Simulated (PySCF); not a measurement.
# A survey of ²⁹Si NMR shifts

How the numbers were obtained: shielding tensors at PBE0/pcSseg-1 (GIAO), coordinates at the GFN2-xTB level, in PySCF 2.14.0 with density-fitted response routines (single conformer, relativity neglected, averaged over atoms made equivalent by symmetry, fast rotation or ring inversion, no solvent).

Shieldings were converted by a linear fit to measured shifts: ²⁹Si (scatter 8.9 ppm rms, 25.8 ppm with the 6 outliers that the fit left out vs TMS, solution or neat liquid). A few per cent of atoms miss by over 2 rms, more outside the fitted compound classes.

Problem. Give the ²⁹Si shifts of `Cc1cc(F)c([SiH3])nn1`, `C=C([SiH3])OCC#N`, `C#C[Si@@](C)(N)C=O`, `C=CC/P=P/N([SiH3])[SiH3]`.

Solution. 
```csv
compound,environment,δ (ppm)
Cc1cc(F)c([SiH3])nn1,"silicon bonded to C, 3 H",-69.5
C=C([SiH3])OCC#N,"silicon bonded to C, 3 H",-66.8
C#C[Si@@](C)(N)C=O,"silicon bonded to 3 C, N",-45.3
C=CC/P=P/N([SiH3])[SiH3],"silicon bonded to N, 3 H (×2)",-44.1
```
